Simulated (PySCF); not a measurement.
# Electrostatic potential from atomic charges

Species: `C(C)([C@H]1C[SiH2]NC1)=S`. Coordinates (PBE0-D3(BJ)/def2-SVP, Å) and charges (e) from the PBE0/pcSseg-1 density (PySCF):

```
atom       x       y       z  Mulliken      IAO  Hirshfeld  ESP-fitted
  C1  -3.050   0.374   0.854   -0.1610  -0.4236    -0.1174     -0.3441
  C2  -1.980  -0.670   0.790   -0.2938  -0.0113    +0.0665     +0.0582
  S3  -2.236  -2.198   1.294   -0.0576  -0.1018    -0.1126     -0.2168
  C4  -0.655  -0.179   0.264   -0.3126  -0.1143    -0.0295     +0.2165
  C5   0.193  -1.215  -0.480   +0.1126  -0.1387    -0.0321     +0.1422
  N6   1.511  -0.627  -0.637   -0.6738  -0.6819    -0.2475     -0.7968
 Si7   1.934   0.468   0.639   +0.7847  +0.8762    +0.3684     +0.6287
  C8   0.209   0.392   1.417   -0.4659  -0.5360    -0.1550     -0.4876
  H9  -3.340   0.660  -0.172   +0.1463  +0.1618    +0.0564     +0.1298
 H10  -3.936   0.012   1.390   +0.1401  +0.1633    +0.0448     +0.1018
 H11  -2.668   1.290   1.335   +0.1344  +0.1533    +0.0528     +0.1326
 H12  -0.856   0.653  -0.435   +0.1324  +0.1341    +0.0400     +0.0272
 H13  -0.268  -1.439  -1.458   +0.1208  +0.1342    +0.0363     +0.0251
 H14   0.189  -2.157   0.100   +0.1299  +0.1280    +0.0137     -0.0067
 H15   2.145  -1.105  -1.261   +0.1889  +0.2604    +0.1190     +0.3829
 H16   2.348   1.825   0.156   -0.1136  -0.1498    -0.0906     -0.1454
 H17   3.003   0.002   1.583   -0.1162  -0.1504    -0.0897     -0.1368
 H18   0.224  -0.328   2.252   +0.1534  +0.1522    +0.0362     +0.1528
 H19  -0.175   1.347   1.803   +0.1510  +0.1446    +0.0403     +0.1361
```

Points outside the species (Å): A (-2.4, -4.1, 6.2); B (-0.6, 0.3, 5.7); C (-4.7, 0.0, 5.9); D (-7.1, -1.0, -0.5); E (5.5, -7.0, 2.6).

Question: Find the potential V = 14.3996 V·Å × Σ q/r of each set of charges at these points.

Answer: In volts:

| point | nearest atom | distance (Å) | Mulliken | IAO | Hirshfeld | ESP-fitted |
| --- | --- | --- | --- | --- | --- | --- |
| A | S3 | 5.26 | -0.155 | -0.139 | -0.093 | -0.160 |
| B | H18 | 3.60 | -0.068 | -0.043 | -0.016 | +0.016 |
| C | H10 | 4.57 | -0.045 | -0.055 | -0.018 | -0.046 |
| D | H10 | 3.82 | +0.022 | -0.016 | +0.013 | -0.015 |
| E | H17 | 7.50 | -0.024 | -0.022 | -0.025 | -0.033 |

Question: How far are the other sets from the ESP-fitted one at these points?

Answer: Root-mean-square difference: IAO 0.029 V, Hirshfeld 0.038 V, Mulliken 0.041 V. The ESP scheme is a least-squares fit of atom-centred charges to the potential on four shells outside the van der Waals surface, with the total charge fixed.

Question: What energy would a point charge of -1 e have at A in the field of the ESP charges, leaving out polarisation?

Answer: +0.160 eV = +15.5 kJ/mol, a repulsion.

Isolated species at its PBE0-D3(BJ)/def2-SVP geometry (one conformer only).

These values come from a run that also computed NMR shieldings. The run took 96 s of wall time on an AMD EPYC with one thread, no GPU (shared host), and the process peaked at 0.92 GiB of memory.
